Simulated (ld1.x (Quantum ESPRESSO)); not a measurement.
# u(r) = r·R(r): atom against pseudo-atom (magnesium (Mg))

Columns: radius, all-electron u(r) and pseudo u(r) of the 3p shell (level -1.38 eV) of magnesium in the configuration [Ne] 3s2 3p0; LDA (PZ), scalar-relativistic, TM scheme, ld1.x (Quantum ESPRESSO) 7.5.

| r (bohr) | all-electron | pseudo |
| --- | --- | --- |
| 0.173 | 0.0976 | -0.0038 |
| 0.345 | 0.1616 | -0.0149 |
| 0.518 | 0.1526 | -0.0331 |
| 0.690 | 0.1036 | -0.0576 |
| 0.862 | 0.0382 | -0.0876 |
| 1.035 | -0.0319 | -0.1223 |
| 1.208 | -0.1000 | -0.1603 |
| 1.380 | -0.1629 | -0.2001 |
| 1.553 | -0.2201 | -0.2408 |
| 1.725 | -0.2706 | -0.2806 |
| 1.898 | -0.3151 | -0.3187 |
| 2.070 | -0.3531 | -0.3536 |
| 2.242 | -0.3853 | -0.3846 |
| 2.415 | -0.4122 | -0.4113 |
| 2.588 | -0.4340 | -0.4333 |
| 2.760 | -0.4509 | -0.4506 |
| 2.932 | -0.4635 | -0.4634 |
| 3.105 | -0.4723 | -0.4723 |
| 3.278 | -0.4776 | -0.4776 |
| 3.450 | -0.4797 | -0.4797 |
| 3.623 | -0.4792 | -0.4792 |
| 3.795 | -0.4762 | -0.4762 |
| 3.968 | -0.4711 | -0.4711 |
| 4.140 | -0.4643 | -0.4643 |
| 4.312 | -0.4559 | -0.4559 |
| 4.485 | -0.4462 | -0.4462 |

Task: How many radial nodes do the two functions have?

Result: The all-electron 3p function has n − l − 1 = 1; the pseudo-wave has 0, since the states of the same l below it are removed with the core.

Task: At about which radius was the pseudo-wave matched?

Result: 3.45 bohr. The columns agree to 0.0005 from 2.76 bohr on; several derivatives are matched, so the curves merge somewhat inside the radius.

Task: Is the pseudo-wave norm-conserving?

Result: Yes: the TM scheme keeps the norm inside the radius equal to the all-electron one, which fixes the energy derivative of the logarithmic derivative at the level.
